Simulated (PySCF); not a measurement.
## Field gradients at the hydrogen positions

Compound: C₆H₁₃NSSi.
Structure used (GFN2-xTB), in Å, numbered top down from 1:
```
atom  x, y, z in Å
C1    -1.894    1.076    0.460
C2    -2.034   -0.353    0.074
S3    -3.398   -1.186    0.390
C4    -0.867   -1.039   -0.556
C5    -0.194   -0.244   -1.695
C6     1.195    0.137   -1.153
N7     1.087   -0.015    0.277
Si8    2.143    0.693    1.430
C9     0.267   -1.169    0.495
H10   -2.592    1.323    1.257
H11   -2.129    1.714   -0.393
H12   -0.870    1.292    0.766
H13   -1.187   -2.027   -0.890
H14   -0.111   -0.855   -2.593
H15   -0.770    0.644   -1.946
H16    1.482    1.159   -1.401
H17    1.955   -0.543   -1.564
H18    2.333    2.065    0.959
H19    1.415    0.614    2.695
H20    3.449    0.031    1.564
H21    0.816   -2.101    0.302
H22   -0.107   -1.195    1.519
```

Level: PBE0/pcSseg-1 (PySCF, non-relativistic); Q(2H) = 0.00286 b; rigid geometry, the same for H and D, with no vibrational averaging.

Task: Rank these positions by the coupling χzz of a deuteron there, largest first.
A. H13 (methine hydrogen)
B. H19 (Si–H hydrogen)
C. H20 (Si–H hydrogen)
D. H21 (methylene hydrogen)
E. H10 (methyl hydrogen)
F. H16 (methylene hydrogen)

Result: E (209 kHz), F (204 kHz), A (198 kHz), D (194 kHz), B (109 kHz), C (104 kHz).

Task: Tabulate Vzz, the asymmetry η and χzz = 234.96 MHz × Q × Vzz for every hydrogen position.

Result: 
| atom | bonded to | bond length (Å) | Vzz (au) | η | χzz (kHz) |
| --- | --- | --- | --- | --- | --- |
| H10 | C1 | 1.088 | 0.3104 | 0.02 | 209 |
| H11 | C1 | 1.091 | 0.3104 | 0.03 | 209 |
| H12 | C1 | 1.090 | 0.3014 | 0.03 | 203 |
| H13 | C4 | 1.092 | 0.2953 | 0.01 | 198 |
| H14 | C5 | 1.089 | 0.3098 | 0.01 | 208 |
| H15 | C5 | 1.088 | 0.3103 | 0.03 | 208 |
| H16 | C6 | 1.090 | 0.3036 | 0.05 | 204 |
| H17 | C6 | 1.100 | 0.2862 | 0.03 | 192 |
| H18 | Si8 | 1.463 | 0.1622 | 0.04 | 109 |
| H19 | Si8 | 1.462 | 0.1628 | 0.04 | 109 |
| H20 | Si8 | 1.471 | 0.1550 | 0.02 | 104 |
| H21 | C9 | 1.099 | 0.2880 | 0.03 | 194 |
| H22 | C9 | 1.090 | 0.3007 | 0.04 | 202 |

Task: Average by the element that carries the hydrogen.

Result: on C: 203 kHz over 10 positions, mean bond length 1.092 Å; on Si: 107 kHz over 3 positions, mean bond length 1.465 Å.

Task: How does χzz go with the bond length over the 10 C–H bonds?

Result: A straight-line fit has a slope of -13.0 kHz for each 0.01 Å, with a correlation coefficient of -0.90, over lengths from 1.088 to 1.100 Å. The longer bonds have the smaller couplings here.

Task: Give the 2H NMR doublet splittings at H22 for a magnetic field along the z, y and x axes of the gradient: 3χ/2, 3χ(1 + η)/4, 3χ(1 − η)/4.

Result: With |χ| = 202.1 kHz and η = 0.036: 303, 157 and 146 kHz, to first order and without motion.

The structure is a single GFN2-xTB conformer in the gas phase; no vibrational or solvent corrections. GFN2-xTB bond lengths can be off by several hundredths of an ångström, more for odd bonds, and the gradients follow them. With a basis this small, the couplings can be 20 % off.
